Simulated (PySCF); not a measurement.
H4InP, SMILES [PH2][InH2]. Geometry: B3LYP-D3(BJ)/def2-TZVP. The def2 effective core potentials stand for the cores of In; spin–orbit coupling is left out.

Computed with B3LYP-D3(BJ)/def2-TZVP run with PySCF.

Harmonic wavenumbers (cm⁻¹): 181, 293, 307, 425, 578, 595, 641, 1104, 1776, 1783, 2381, 2393. Rotational constants (GHz): 59.20, 2.990, 2.903; symmetry number 1.

Question: Work out the zero-point energy and the ideal-gas rigid-rotor harmonic-oscillator thermochemistry at 298.15 K and 1 atm.

Answer: ZPE = ½ Σ hcν = ½ × 12457 cm⁻¹ = 74.51 kJ/mol. H − E(el) = 90.25 kJ/mol. Entropy in J/(mol K): translation 171.22, rotation 100.21, vibration 31.08, total 302.52. G − E(el) = 0.05 kJ/mol. Cp = 75.24 J/(mol K).
